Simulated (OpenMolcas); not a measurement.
# Ag4+ in a point-charge field

Ag4+ among 6 point charges of -1.7 e arranged as a trigonal prism (D3h), 1.73 Å from the ion, with a polar angle of 57.4° against the regular 49.1°.

```
Program             : OpenMolcas 26.06
Method              : SS-CASPT2, IPEA 0.25 Eh, imaginary shift 0.1 Eh (closed shells correlated: 4s 4p)
Basis               : ANO-RCC-VDZP [6s5p3d1f]
Scalar Hamiltonian  : DKH2, point nucleus
Active space        : 7 electrons in 5 orbitals (4d)
State averaging     : 2S+1 = 4 even, 10 roots; 2S+1 = 2 even, 40 roots
Spin-orbit coupling : RASSI with atomic mean-field integrals over the reference wave functions
```

The lowest spin-free states (labels of D3, the rotations of D3h), above the lowest:

| State | Degeneracy | E (cm-1) | Free-ion L (%) |
| --- | --- | --- | --- |
| 4E | 2 | 0 | F (100) |
| 4E | 2 | 3570 | F (96) |
| 2S+1 = 4 | 2 | 6820 | F (100) |
| 4A2 | 1 | 7410 | F (100) |
| 2E | 2 | 17350 | G (84) |
| 2E | 2 | 17760 | G (81) |
| 4E | 2 | 17920 | P (96) |
| 2E | 2 | 18010 | G (75) |
| 2A1 | 1 | 18460 | G (88) |
| 2A2 | 1 | 19720 | G (92) |
| 2A1 | 1 | 19780 | G (92) |
| 2A2 | 1 | 20790 | P (61) |
| 4A2 | 1 | 20830 | P (100) |
| 2E | 2 | 21830 | H (100) |
| 2E | 2 | 22280 | P (47) |
| 2E | 2 | 23930 | H (59) |
| 2E | 2 | 24920 | H (41) |
| 2A2 | 1 | 27070 | H (62) |
| 2A1 | 1 | 27180 | H (92) |
| 2A2 | 1 | 27220 | H (92) |

The lowest levels with spin-orbit coupling:

| E (cm-1) | Degeneracy | Label | 2S+1 | g |
| --- | --- | --- | --- | --- |
| 0 | 2 | E1/2 | 4 | 0.01 0.01 9.86 |
| 420 | 2 | E1/2 | 4 | 0.01 0.01 6.25 |
| 1470 | 2 | E3/2 | 4 | 0.00 0.00 2.66 |
| 2920 | 2 | E1/2 | 4 | 0.62 3.36 3.36 |
| 5540 | 2 | E1/2 | 4 | 0.36 0.36 1.14 |
| 5590 | 2 | E3/2 | 4 | 0.00 0.00 11.84 |
| 6000 | 2 | E3/2 | 4 | 0.00 0.00 3.60 |
| 6040 | 2 | E1/2 | 4 | 0.00 0.00 7.57 |
| 7390 | 2 | E1/2 | 4 | 1.16 1.16 1.51 |
| 8630 | 2 | E1/2 | 4 | 0.00 0.00 8.03 |
| 10610 | 2 | E3/2 | 4 | 0.00 0.00 5.57 |
| 10780 | 2 | E1/2 | 4 | 0.00 0.00 4.11 |
| 11590 | 2 | E1/2 | 4 | 1.42 1.42 1.91 |
| 12430 | 2 | E3/2 | 4 | 0.00 0.00 0.14 |
| 18130 | 2 | E3/2 | 2 | 0.00 0.00 9.87 |
| 18310 | 2 | E1/2 | 4 (56 %) | 1.43 2.79 2.79 |
| 18680 | 2 | E1/2 | 2 | 0.82 4.39 4.39 |
| 18760 | 2 | E3/2 | 4 (60 %) | 0.00 0.00 3.88 |
| 19150 | 2 | E1/2 | 4 (80 %) | 0.01 0.01 7.50 |
| 19260 | 2 | E3/2 | 2 | 0.00 0.00 2.69 |

Powder χT (cm3 K/mol): 3.05 at 2 K, 3.09 at 10 K, 3.29 at 50 K, 3.54 at 100 K, 3.9 at 200 K, 4.09 at 300 K. The effective moment at 300 K is 2.828 √(χT) = 5.72 μB.

The lowest level has 2S+1 = 4, for which the spin-only value is χT = S(S+1) / 2 = 1.875 cm3 K/mol (g = 2). The computed 4.085 at 300 K differs by +2.210, through orbital momentum, spin-orbit coupling and any other state in reach.

Roots that are degenerate in the reference are averaged as groups; the widest CASPT2 spread within a group is 96 cm-1 (the 2-fold group of multiplicity 4 near 0 cm-1 above the lowest state of its run). Shifts and gaps below about the spread of the groups concerned are not significant. An orbital doublet at a regular site is open to a Jahn-Teller distortion, which this geometry leaves out. Point charges give a weaker field than real ligands, and real ions of this kind are as a rule low spin; the high spin found here belongs to the model. Free-ion shares, where given, are those of the reference states; single-state CASPT2 does not remix them. This is an electrostatic model: the charges have no orbitals. An unlabelled pair can be two single states that coincide in this model. No measured value stands beside these numbers.

The CASPT2 steps took 4 s on 1 thread of Arm Neoverse V2, with other jobs on the host; the integral step is not counted.

A state without a sure symmetry label is named by its multiplicity alone.
